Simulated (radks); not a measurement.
Charge is removed step by step from the 2p up level of the neon ion Ne3+, starting from [He] 2s2 2p(up 3, down 0). Method: scalar-relativistic Kohn-Sham, PBE, spin-polarised, spherical densities, finite nucleus; Fermi nuclear charge, rms radius 3.0055 fm; computed with a radial shooting solver on a logarithmic mesh with Libxc functionals.

removed (e)	E - E(0) (eV)	eigenvalue (eV)	E minus straight line (eV)
0	0.000	-83.746	0.000
0.1	8.510	-86.462	-1.257
0.2	17.292	-89.204	-2.242
0.3	26.351	-91.970	-2.951
0.4	35.687	-94.761	-3.382
0.5	45.303	-97.576	-3.533
0.6	55.202	-100.42	-3.401
0.7	65.386	-103.28	-2.984
0.8	75.857	-106.16	-2.280
0.9	86.618	-109.07	-1.286
1	97.671	-112.00	0.000

Removing the whole electron costs 97.671 eV by Delta-SCF, against 83.746 eV from minus the eigenvalue at the starting occupation. Slater's transition state (half an electron removed) gives 97.576 eV. Integrating minus the eigenvalue over the occupation (Janak's theorem) gives 97.675 eV. In this scalar-relativistic scheme the density is built from large components alone, so the theorem holds only approximately. The mean slope of the eigenvalue, de/dn, is 28.3 eV per electron. Ionisation energy of Ne3+ in the NIST Atomic Spectra Database: 97.190 eV (semi-empirical).
